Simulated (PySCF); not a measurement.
# Electron correlation in Mg (magnesium, neutral)

[Ne] 3s2, closed-shell 1S. Computed with PySCF 2.14 in aug-cc-pCVTZ, with the non-relativistic Hamiltonian (point nucleus). Frozen: 1s2; 10 electrons correlated.

| level | correlation energy (mhartree) |
| --- | --- |
| CCSD | -302.48 |
| (T) | -3.36 |
| CCSD(T) | -305.84 |

Diagnostics: T1 = 0.011, D1 = 0.0345, largest double amplitude 0.077.

Cost of the coupled-cluster step: about 8 core-seconds, for 10 correlated electrons.
